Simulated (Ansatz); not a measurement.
Molecule: sum formula SnOF₂, charge 0, multiplicity 1. 
Coordinates optimised at B3LYP-D3(BJ)/def2-TZVP (Ansatz, an electronic-structure program):
SMILES: [O]=[Sn]([F])[F]
```xyz
4

Sn     0.0974    -0.0317    -0.0239
O      1.7879    -0.5810    -0.4380
F     -0.9473    -0.2670     1.5556
F     -1.1831     0.9594    -1.0337
```
Charge 0, spin multiplicity 1.

Basis-set convergence of Hartree-Fock and CCSD(T) correlation energies (hartree) with Ansatz. Cores are frozen in the correlated levels unless marked. No spin-orbit coupling. Frozen are the shells of the preceding noble gas and the d and f shells that filled before the atom's block. Past Kr the def2 sets carry scalar-relativistic core potentials.

```csv
basis,functions,E(HF),"E(corr, CCSD(T))",rough core time
def2-SVPD,101,-486.84373,-0.71569,under 20 s
def2-TZVPPD,176,[?],[?],40 s
```

Some entries are withheld; supply them.


- def2-TZVPPD, E(HF): -487.19558
- def2-TZVPPD, E(corr, CCSD(T)): -0.88793
